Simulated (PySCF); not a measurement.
Be(I)(iPr) (C₃H₇BeI), SMILES C[CH](C)[Be][I].

Coordinates come from a B3LYP-D3(BJ)/def2-SVP optimisation. The structure was generated by enumeration; whether it is a known compound was not checked. The def2 effective core potentials stand for the cores of I; spin–orbit coupling is left out. Other conformers were not sampled.

Computed with r2SCAN/def2-TZVP run with PySCF.

Symmetry labels are those of the subgroup Cs that the program uses (full group Cs).

Q: List the valence orbital energies around the gap with their symmetry. (An estimate is asked for; the answer gives what the named calculation found.)

A: 
```
orbital  symmetry  energy (eV)
-------  --------  -----------
HOMO−7         A"       -10.10
HOMO−6         A"        -9.55
HOMO−5         A'        -8.84
HOMO−4         A"        -8.45
HOMO−3         A'        -8.35
HOMO−2         A"        -7.11
HOMO−1         A'        -7.11
HOMO           A'        -6.60
LUMO           A'        -0.85
LUMO+1         A"        -0.84
LUMO+2         A'        -0.28
LUMO+3         A'         1.35
```
